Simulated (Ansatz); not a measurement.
## Heat of formation of AuF (SMILES [F][Au]) from total energies

The species is AuF (2 atoms), meant as a singlet with charge 0. As SMILES, `[F][Au]`. Geometry: relaxed at PBE0-D4/def2-TZVP.

```csv
atom,x (Å),y (Å),z (Å)
F,0.8397,-0.3271,0.4153
Au,-0.8103,0.2670,-0.4113
```

Total energies at wB97X/def2-TZVPP (core potential) (Ansatz 0.2.0); the atoms run unrestricted:

| species | state | energy (Eh) |
| --- | --- | --- |
| AuF | singlet | -235.587760 |
| F | doublet | -99.747177 |
| Au | doublet | -135.729105 |

Harmonic wavenumbers at PBE0-D4/def2-TZVP, in cm⁻¹: 542.

Measured heats of formation of the gaseous atoms at 298.15 K, in kJ/mol: F 79.4, Au 366.1. Spin-orbit lowering of the atoms at 298 K (mean of the ground term's levels less their thermal mean, from spectra), in kJ/mol: F 1.29. Take 1 Eh = 2625.50 kJ/mol, 1 cm⁻¹ = 0.0119627 kJ/mol, RT = 2.479 kJ/mol.

Question: Work out the heat of formation of the gas at 298 K.

Answer: 
1. Electronic atomisation energy: (-99.747177) + (-135.729105) − (-235.587760) = 0.111478 Eh = 292.7 kJ/mol.
2. Zero-point energy: half the sum of the wavenumbers, 271 cm⁻¹ = 3.2 kJ/mol.
3. Thermal vibrational enthalpy, Σ hcν̃/(exp(hcν̃/kT) − 1): 0.5 kJ/mol. Translation, rotation and pV of a linear molecule: 3.5 RT = 8.7 kJ/mol.
4. The 2 free atoms carry 5/2 RT each: 12.4 kJ/mol.
5. Spin-orbit coupling lowers the free atoms by 1.29 = 1.3 kJ/mol.
6. Atomisation enthalpy at 298 K: 292.7 − 1.3 − 3.2 − 0.5 − 8.7 + 12.4 = 291.4 kJ/mol.
7. Sum of the atoms' heats of formation: 445.5 kJ/mol. Heat of formation: 445.5 − 291.4 = +154.1 kJ/mol.

No measured value is set beside it here. Anharmonicity and any spin-orbit splitting of the molecule are left out.
